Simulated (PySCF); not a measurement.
Calculation: PBE-D3(BJ)/def2-TZVP // r2SCAN-D4/def2-SVP (PySCF 2.14.0). Isolated molecules, 0 K electronic values unless said otherwise. One relaxed conformer stands for a flexible species; it need not be the lowest. 

Reference species (SMILES): `N[Si](N)(N)N` (neutral, multiplicity 1).

```json
{
  "S1 oscillator strength": "0.000",
  "HOMO": "-5.29 eV"
}
```

Changed species: `CO[Si](OC)(OC)OC` (4 of 4 NH2 replaced by OCH3; the reference has 0 of 4 NH2 replaced by OCH3).

### Question
What does the change do to the S1 oscillator strength and HOMO?

### Answer
the S1 oscillator strength hardly moves; the HOMO decreases by 1.19 eV, to -6.48 eV.
